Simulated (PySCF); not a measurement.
## A run with a changed setting

The sound run of [TlF2]+ (singlet) uses PySCF 2.14.0, RKS BP86, Tl def2-SVP with ECP60, F def2-SVP; non-relativistic Hamiltonian with scalar-relativistic core potentials where named; density fitting; no spin-orbit coupling, grid (50, 194), threshold 1e-8 and 55 cycles at the relaxed geometry. This run differs:

```python
mol = gto.M(atom='''
Tl     0.00000    -0.00000     0.39617
F      1.95070    -0.00000     0.39619
F     -1.95070     0.00000     0.39619''',
    basis={'Tl': 'def2-SVP', 'F': 'def2-SVP'},
    ecp={'Tl': 'def2-SVP'},
    charge=1, spin=0)
mf = dft.RKS(mol, xc='B88,P86')
mf.grids.atom_grid = (50, 194)
mf = mf.density_fit()  # fitting sets: Tl def2-universal-JKFIT, F def2-universal-JKFIT
mf.conv_tol = 1e-08; mf.max_cycle = 91
mf.kernel(mf.get_init_guess(key='1e'))
mf.nuc_grad_method().kernel()
```

Problem. What was changed, and how did it end?

Solution. The start was changed to the bare core Hamiltonian. It converged in 11 cycles, 0.000 eV from the sound run, largest force component 0.00 eV/Å. The cycle limit differs too. No harm here: the result survives it.
```
init E= -357.78037219791
cycle= 1 E= -342.851304357514  delta_E= 14.9  |g|= 6.06  |ddm|=   22
cycle= 2 E= -323.460528173189  delta_E= 19.4  |g|= 8.95  |ddm|= 25.3
cycle= 3 E= -367.330591604487  delta_E= -43.9  |g|= 4.55  |ddm|= 13.2
cycle= 4 E= -370.891347787185  delta_E= -3.56  |g|= 1.96  |ddm|= 2.32
cycle= 5 E= -371.759008371556  delta_E= -0.868  |g|= 0.623  |ddm|= 2.22
...
cycle= 9 E= -371.823851500146  delta_E= -2.67e-05  |g|= 0.00245  |ddm|= 0.0194
cycle= 10 E= -371.823852935833  delta_E= -1.44e-06  |g|= 0.00014  |ddm|= 0.00333
cycle= 11 E= -371.82385294019  delta_E= -4.36e-09  |g|= 6.66e-06  |ddm|= 0.000158
Extra cycle  E= -371.823852940129  delta_E= 6.09e-11  |g|= 1.87e-05  |ddm|= 2.93e-05
converged SCF energy = -371.823852940129
```

Run from Python with OMP_NUM_THREADS=2; the lines above give its settings.
It took 1 s on 2 threads of Arm Neoverse V2 (shared host).
